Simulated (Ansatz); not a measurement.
System: C5H9B, charge 0, multiplicity 1. 
Structure (B3LYP-D3(BJ)/def2-TZVP (Ansatz, a program for electronic structure) minimum search):
SMILES: C=CB(C)C=C
```xyz
15

C      1.9667     1.3363    -0.1027
C      0.6723     1.0514     0.0733
B      0.0628    -0.3710    -0.0787
C      0.9294    -1.6255    -0.4599
C     -1.4627    -0.6001     0.1481
C     -2.3450     0.3495     0.4765
H      2.3628     2.3401     0.0106
H      2.6878     0.5720    -0.3689
H      0.0301     1.8885     0.3389
H      1.9933    -1.4485    -0.6150
H      0.8253    -2.3937     0.3156
H      0.5284    -2.0863    -1.3705
H     -1.8570    -1.6094     0.0335
H     -3.3993     0.1395     0.6239
H     -2.0495     1.3835     0.6130
```

Dipole moments at this geometry, in debye (magnitudes).

```
level                program  dipole (D)
-------------------  -------  ----------
PBE/def2-TZVPD        Ansatz        0.37
r2SCAN/def2-TZVPD     Ansatz        0.37
B3LYP/def2-TZVPD      Ansatz        0.38
PBE0/def2-TZVPD       Ansatz        0.37
BHLYP/def2-TZVPD      Ansatz        0.39
r2SCANh/def2-TZVPD    Ansatz           …
r2SCAN0/def2-TZVPD    Ansatz        0.37
HSE06/def2-TZVPD      Ansatz        0.37
LC-wPBE/def2-TZVPD    Ansatz        0.31
CCSD(T)/aug-cc-pVDZ   Ansatz           …
```

### Question
Fill in the missing entries.

### Answer

- r2SCANh/def2-TZVPD, dipole (D): 0.37
- CCSD(T)/aug-cc-pVDZ, dipole (D): 0.36
